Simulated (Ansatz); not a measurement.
A nudged elastic band was laid between two geometries of BClH2O2 + FH (8 atoms, charge 0, multiplicity 1).

The calculation used Ansatz, RKS CAM-B3LYP-D4/def2-SVP.

```json
{"movable images": "5", "climbing image": "yes", "spring": "5.0 eV/Å²", "optimiser": "quadratic models (default)", "start path": "through a guess of the saddle point", "force threshold": "0.03 eV/Å", "iteration limit": "60", "end points": "relaxed"}
```

Image 0:

```xyz
8
Properties=species:S:1:pos:R:3
B -0.377 -0.391 -0.097
O -0.552 0.149 1.160
H -1.338 -0.152 1.629
O 0.675 -0.046 -0.833
H 1.247 0.597 -0.369
Cl -1.575 -1.543 -0.703
F 1.534 1.573 1.118
H 0.731 1.185 1.438
```

Image 6:

```xyz
8
Properties=species:S:1:pos:R:3
B 0.055 0.433 -0.138
O -0.030 -0.050 1.638
H -0.971 -0.198 1.820
O 1.289 0.047 -0.556
H 1.320 -0.859 -0.875
Cl -1.416 -0.495 -0.720
F -0.134 1.756 0.034
H 0.232 0.736 2.140
```

**Question.** Which bonds break or form, and what moves?

**Answer.** Bonds broken: F7–H8. Bonds formed: B1–F7, O2–H8. BClH2O2 + FH becomes BClFH3O2.

**Question.** Give the energies along the band, and the barrier.

**Answer.** The run converged. The highest image is number 4 of 0 to 6, 1.04 eV above the first end and 1.02 eV above the last; the last end lies 0.02 eV above the first. A vibrational analysis at the climbing image gives one clearly imaginary mode, 1003i cm⁻¹: a first-order saddle point. The orbitals stay closed-shell, which can raise the energy where a bond breaks towards radicals; this wasn't checked here.

```tsv
image	path coordinate (Å)	energy (eV)	F7–H8 (Å)	B1–F7 (Å)	O2–H8 (Å)
0	0.00	0.00	0.95	3.00	1.67
1	0.87	0.09	0.94	2.94	1.68
2	1.73	0.24	0.94	2.85	1.72
3	2.60	0.31	0.94	2.62	1.73
4	3.46	1.04	1.14	1.68	1.23
5	6.06	0.13	3.64	1.32	0.97
6	8.67	0.02	2.37	1.35	0.97
```

**Question.** What is the geometry of the highest image?

**Answer.** 
```xyz
8
Properties=species:S:1:pos:R:3:forces:R:3
B -0.076 0.081 -0.010 0.00 0.00 0.00
O 0.042 -0.145 1.481 0.00 0.00 0.00
H -0.776 -0.506 1.849 0.00 0.00 0.00
O 0.956 -0.322 -0.785 0.00 0.00 0.00
H 1.803 -0.342 -0.328 0.00 0.00 0.00
Cl -1.738 -0.180 -0.628 0.00 0.00 0.00
F 0.074 1.700 0.402 0.00 0.00 0.00
H 0.061 1.083 1.362 0.00 0.00 0.00
```

**Question.** What are the harmonic wavenumbers there?

**Answer.** 1003i, 218, 301, 340, 370, 420, 509, 578, 751, 792, 943, 1012, 1149, 1264, 1404, 2019, 3844, 3907 cm⁻¹.

The band took 35 iterations and roughly 11 core-minutes.

Run time: 3.1 min on 4 threads of Arm Neoverse V1 (shared host), peak memory 0.21 GiB.
